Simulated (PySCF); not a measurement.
C3H12OSi2, SMILES [C@@H]([SiH3])(CO)[SiH2]C.

Geometry: ωB97X-D3(BJ)/def2-SVP. The structure was generated by enumeration; whether it is a known compound was not checked. The values are those of a single conformer.

Level of theory: SMD-PBE0/6-31G* run with PySCF.

Solvation free energies are E(SMD) − E(gas) at the gas-phase geometry, for 1 M in both phases. In vacuum the dipole moment is 1.14 D.

Rank water, toluene, ethylethanoate by solvation free energy, most negative first.

ethylethanoate (-4.0 kcal/mol), toluene (-3.1 kcal/mol), water (-2.3 kcal/mol)
